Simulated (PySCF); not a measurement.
## [CrO4]2-: core ionisation energies

CrO4 (charge -2 and singlet state).
Numbering: `[O:1]=[Cr:2](=[O:3])([O-:4])[O-:5]`

The calculation used PySCF, delta-SCF UKS SCAN, pcX-2 on the ionised atom, pcseg-1 elsewhere, spin-free X2C. Each binding energy is the total energy of the core-ionised species, with the hole localised on one atom, minus that of the ground state; both are solved self-consistently, so orbital relaxation is included.

Question: Give the core binding energies atom by atom.

Answer: 
```
    atom(s)  bonded to  level  binding energy (eV)  count
O1/O3/O4/O5         Cr   O 1s               524.57      4
```

Question: Which photon energy gives electrons from O 1s of O1/O3/O4/O5 a kinetic energy of 100 eV, and what is their de Broglie wavelength?

Answer: hν = 524.57 + 100 = 624.57 eV, recoil neglected; λ = 12.264 Å/√(E/eV) = 1.23 Å.

Question: Which photon wavelength matches the O 1s of O1/O3/O4/O5 threshold?

Answer: λ = hc/E = 12398.42 eV Å / 524.57 eV = 23.635 Å.

Atoms equivalent by their bonding share one computed value, that of the first of them. No level of chromium is listed. The species carries charge -2, so core ionisation leaves charge -1. The basis sets have no added diffuse functions. Isolated species at its PBE0-D3(BJ)/def2-SVP geometry, gas phase. Whether so highly charged an anion holds all its electrons in the gas phase wasn't checked; a finite basis holds them in any case. No counter-ion or solvent screens the charge of this multiply charged ion.
